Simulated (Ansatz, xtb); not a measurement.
Relative energy of two isomers of CH4OSSi

Structure I: `C[Si](=O)S`, a singlet. Structure II: `CO[SiH]=S`, a singlet. Both are isolated molecules in the gas phase, relaxed with PBE0-D3(BJ)/pcseg-1; the shapes shown needn't be the lowest conformers.

I (Å):

```xyz
8

C    -0.5111   -0.2489    1.0615
O    -0.6246    2.1281   -0.8186
S    -3.4167    0.8095    0.0732
Si   -1.3192    1.0374    0.0004
H    -0.0069    0.2465    1.9008
H     0.2584   -0.7661    0.4761
H    -1.2270   -0.9794    1.4530
H    -3.6386    1.8599   -0.7503
```

II (Å):

```
atom    x (Å)    y (Å)    z (Å)
   C   2.1341  -1.2126   0.3776
   O   1.0311  -0.4671   0.8807
   S  -0.8194  -2.9410   1.7763
  Si  -0.3457  -1.0707   1.5296
   H   2.2708  -0.9528  -0.6768
   H   1.9704  -2.2923   0.4733
   H   3.0275  -0.9241   0.9403
   H  -1.1225   0.1398   1.8742
```

Quicker runs give these differences E(II) − E(I): GFN2-xTB −2.2 kcal/mol; HF/STO-3G −2.5 kcal/mol (at GFN2-xTB geometries); r2SCAN-D4/def2-SVP +3.7 kcal/mol (at GFN2-xTB geometries).

Q: Estimate E(II) − E(I) at the level CCSD(T)/def2-TZVP.

A: Calculated at CCSD(T)/def2-TZVP: E(II) − E(I) = +5.4 kcal/mol, so structure I lies lower.

Level by level:

| level | geometry | E(II) − E(I) (kcal/mol) | departure from the last row (kcal/mol) | job, with rough time for the two |
| --- | --- | --- | --- | --- |
| GFN2-xTB | GFN2-xTB | −2.2 | −7.6 | optimisation, 0.38 s |
| HF/STO-3G | GFN2-xTB | −2.5 | −7.9 | single point, 0.66 s |
| r2SCAN-D4/def2-SVP | GFN2-xTB | +3.7 | −1.7 | single point, 4.1 s |
| PBE0-D3(BJ)/pcseg-1 | PBE0-D3(BJ)/pcseg-1 | +5.3 | −0.1 | optimisation, 1.7 min |
| HF/def2-TZVP | PBE0-D3(BJ)/pcseg-1 | −1.6 | −7.0 | part of the CCSD(T) run |
| MP2/def2-TZVP | PBE0-D3(BJ)/pcseg-1 | +7.5 | +2.1 | part of the CCSD(T) run |
| CCSD(T)/def2-TZVP | PBE0-D3(BJ)/pcseg-1 | +5.4 |  | single point, 80 s |

As drawn, II has 1 C–O, 1 O–Si, 1 S=Si, 1 Si–H in place of 1 C–Si, 1 O=Si, 1 S–Si, 1 S–H.

GFN2-xTB, HF/STO-3G, HF/def2-TZVP put the two in the other order. The largest departure from CCSD(T)/def2-TZVP is that of HF/STO-3G, 7.9 kcal/mol. A small imaginary or near-zero mode remains, so no thermal terms are given.

The correlated steps freeze 12 core orbitals. Codes used: Ansatz 0.2.0, xtb 6.7.1; the last row on 2 threads of Intel(R) Xeon(R) Processor @ 2.50GHz (Skylake/Cascade Lake) on a shared host.
